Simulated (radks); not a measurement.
The numbers below are computed, except where a source is named.
Ar III, configuration [Ne] 3s2 3p4 (the NIST ground configuration).

Code: a radial shooting solver on a logarithmic mesh with Libxc functionals. Model: scalar-relativistic Kohn-Sham, SCAN, spin-polarised, spherical densities, finite nucleus; open shells are filled with parallel spins first; meta-GGA in the generalised Kohn-Sham scheme; Fermi nuclear charge, rms radius 3.4274 fm.

Energy parts (eV):
total: -14364.085
kinetic: 14441.473
electron-nucleus: -33822.518
Hartree: 5839.798
exchange-correlation: -822.839

Orbitals (lengths in bohr, moments of r in powers of bohr; r(max) is where P^2 peaks):
| orbital | occ. | eigenvalue (eV) | r(max) | <r> | <1/r> | <r^4> |
|---|---|---|---|---|---|---|
| 1s up | 1 | -3167.132 | 0.05608 | 0.08576 | 17.69 | 0.0002534 |
| 1s down | 1 | -3166.467 | 0.05608 | 0.08574 | 17.69 | 0.0002532 |
| 2s up | 1 | -332.8987 | 0.3377 | 0.4121 | 3.574 | 0.07299 |
| 2s down | 1 | -332.5457 | 0.3380 | 0.4121 | 3.571 | 0.07252 |
| 2p up | 3 | -263.8481 | 0.2807 | 0.3754 | 3.462 | 0.06505 |
| 2p down | 3 | -263.1242 | 0.2811 | 0.3755 | 3.459 | 0.06456 |
| 3s up | 1 | -53.1762 | 1.149 | 1.328 | 1.039 | 6.517 |
| 3s down | 1 | -49.7257 | 1.153 | 1.342 | 1.029 | 6.906 |
| 3p up | 3 | -37.1807 | 1.228 | 1.455 | 0.9279 | 10.20 |
| 3p down | 1 | -33.9122 | 1.234 | 1.481 | 0.9143 | 11.27 |

The highest occupied level is 3p down at -33.912 eV. The spin density at the nucleus is 0.3276 e/bohr^3 (1s -0.5182, 2s 0.4524, 3s 0.3935). The density falls to 0.001 e/bohr^3 at r = 3.17 bohr. Summed over all electrons, <r^2> = 15.54 bohr^2, which gives a Langevin (diamagnetic) susceptibility term of -12.3 x 10^-6 cm^3/mol. Spin moment in Bohr magnetons: 2. The electron density at the nucleus is 4351 e/bohr^3 (large components only). For comparison, the ionisation energy in NIST's Atomic Spectra Database is 40.74 eV (semi-empirical). In exact Kohn-Sham theory the highest level is minus the ionisation energy, but local and semilocal functionals leave it too shallow, through self-interaction and a potential that decays too fast; potentials with the right tail come closer.
